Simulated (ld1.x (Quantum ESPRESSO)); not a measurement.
Results of a calculation; reference values are marked as such.
Potentials for carbon (C) compared

Generated with ld1.x 7.5 (TM, RRKJ, ultrasoft, PAW), atompaw 4.2 or ONCVPSP 4.0.1. The cutoff is in Ry: for ld1.x and atompaw files where the sum of valence levels is converged to 10 mRy in a Bessel basis, for ONCV files where the hardest occupied wave has 1 mHa per electron of residual kinetic energy. The error is the largest all-electron minus pseudo excitation energy over each file’s own four to seven test configurations (ionisations up to +4, promotions, holes and added fractions of an electron), all of which were solved. The labels leave out finer settings (local radius, basis sizes, second energies), which also bear on the numbers. Spin-polarised tests are not counted. The rows are a selection from randomly drawn settings: files with unsolved tests, undetermined cutoffs or missed reference levels are left out.

```csv
potential,cutoff (Ry),largest error (meV),bound ghosts
"ultrasoft, PBEsol, scalar-relativistic, rc 1.20/2.10/2.05 (spd), local smoothed, core correction yes, reference 2s2 2p2",15,+51,none
"TM semilocal, PBE, scalar-relativistic, rc 1.05/1.65 (sp), local s, core correction yes, reference 2s2 2p0",40,+343,none
"RRKJ, PW91, scalar-relativistic, rc 1.10/1.90 (sp), local s, core correction yes, reference 2s2 2p1.5",35,+473,none
"ultrasoft, PBEsol, scalar-relativistic, rc 1.25/3.55/3.60 (spd), local smoothed, core correction yes, reference 2s2 2p2",8,+55,none
"ultrasoft, PBE, scalar-relativistic, rc 1.10/2.10 (sp), local smoothed, core correction no, reference 2s2 2p2",21,-374,none
"ultrasoft, PBE, non-relativistic, rc 1.20/1.50 (sp), local smoothed, core correction yes, reference 2s2 2p2",25,-30,none
"TM, PBEsol, non-relativistic, rc 1.15/2.00/1.55 (spd), local d, core correction yes, reference 2s2 2p2",35,+541,none
```

Problem. Fill in the row for C: ultrasoft, LDA (PZ), non-relativistic, rc 1.00/2.90 (sp), local smoothed, core correction yes, reference 2s2 2p2.

Solution. cutoff 30 Ry, largest error +126 meV, bound ghosts: none.
